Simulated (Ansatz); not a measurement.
`C[O][AlH][N](C)C` + H₂O → `C[N](C)[AlH][OH]` + CH₃OH  (formal hydrolysis of the Al–O bond)

Computed with Ansatz on PBE0-D4/def2-TZVP structures; ΔE is electronic, products minus reactants. CBS: MP2 limit from def2 TZ/QZ plus the TZ coupled-cluster correction, frozen cores. This one scheme is used for every species. Functionals use def2-TZVPP. B3LYP here is the variant with VWN-RPA as its local correlation; programs differ in this. Each species was taken in one conformer, which may not be the lowest.

```tsv
level	ΔE (kJ/mol)	difference from CCSD(T)/CBS
PBE-D4	-1.8	-1.1
r2SCAN-D4	-2.2	-1.5
PBE0-D4	-1.1	-0.4
B3LYP-D4	-0.1	0.6
r2SCAN0-D4	-1.5	-0.8
CAM-B3LYP-D4	-1.1	-0.4
r2SCAN	-3.1	-2.4
LC-ωPBE	-3.6	-2.9
CCSD(T)/def2-SVP	0.8	1.5
CCSD(T)/def2-TZVPP	-1.2	-0.5
CCSD(T)/CBS	-0.7	0
```

(1) What do rigid-rotor, harmonic-oscillator terms from PBE0-D4/def2-TZVP frequencies (298.15 K, 1 bar) make of the CCSD(T)/CBS value? (Estimate.)

Largest T1 diagnostic among the species: 0.012.

## Answers

(1) Ansatz gave: ΔZPE = +3.5 kJ/mol, ΔH = -0.4 kJ/mol, ΔS = 5 J/(mol·K), ΔG = -1.9 kJ/mol.

The D4 term adds +3.9 kJ/mol with B3LYP and +2.3 kJ/mol with PBE0; it sums over pairs of atoms, weighted by their polarisabilities, and B3LYP, whose exchange is more repulsive, gets the larger term. Leaving LDA and LC-ωPBE aside and taking each functional with its dispersion term where it has one, the values, not all of them listed here, spread over 3.1 kJ/mol, from B2PLYP to BHLYP-D4.

CCSD(T)/CBS has its own doubt, a few kJ/mol and more with outer-core shells, so smaller differences from it don't rank the levels.
